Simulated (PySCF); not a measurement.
[Nd(OH)3(NH3)]− at several levels of theory

Computed with PySCF 2.14.0 (density fitting, no spin-orbit coupling) at the geometry relaxed with PBE0:

```xyz
11
[Nd(OH)3(NH3)]− (singlet in the valence; each metal's 4f electrons, 4 of them, lie in its core potential, out of spins and levels)
Nd    0.2547   -0.3027    0.3265
O     1.3027    1.5067    1.3572
H     1.7826    2.2204    1.7829
O    -1.6349   -1.2323    1.3346
H    -2.3555   -1.6087    1.8450
O     1.2741   -1.3896   -1.4693
H     1.7319   -1.8580   -2.1704
N    -1.3226    1.3459   -1.3201
H    -1.8810    1.9556   -0.7277
H    -0.7694    1.9239   -1.9478
H    -1.9527    0.7745   -1.8776
```

```csv
level,basis,state,HOMO (eV),gap (eV),charge on Nd1 (e),population of f-type functions on Nd1 (polarisation alone where 4f lies in the core),dipole about the centre of mass (D),largest force component (eV/Å)
PBE0,"Nd lcecp-0-SVP with ECP50, O def2-SVP, H def2-SVP, N def2-SVP",singlet,–,–,0.43,0.04,4.18,0.02
B3LYP,the same,singlet,–,–,0.35,0.04,4.18,0.18
HF,the same,singlet,–,–,0.92,0.03,4.15,1.11
```

In the lcecp rows the 4f levels are missing from HOMO and gap, and the state counts the valence alone.

Charges are Mulliken's, which hang on the basis. The relaxation used the grid (50, 194), these runs (75, 302) or, all-electron (x2c bases, spin-free X2C Hamiltonian), (99, 590).

Problem. What does PBE0 with Nd lcecp-0-TZVP with ECP50, O def2-TZVP, H def2-TZVP, N def2-TZVP give here?

Solution. state singlet, charge on Nd1 (e) 1.08, population of f-type functions on Nd1 (polarisation alone where 4f lies in the core) 0.05, dipole about the centre of mass (D) 3.87, largest force component (eV/Å) 0.34. Time: 20 s on 2 threads of Arm Neoverse V2, with other jobs on the host, from free ions and atoms.

No frequency check is given that shows the relaxed geometry to be a minimum. An lcecp potential fixes the number of 4f electrons, so in runs with it no electron can move into or out of that shell; real Nd(II) is rare or takes another configuration.
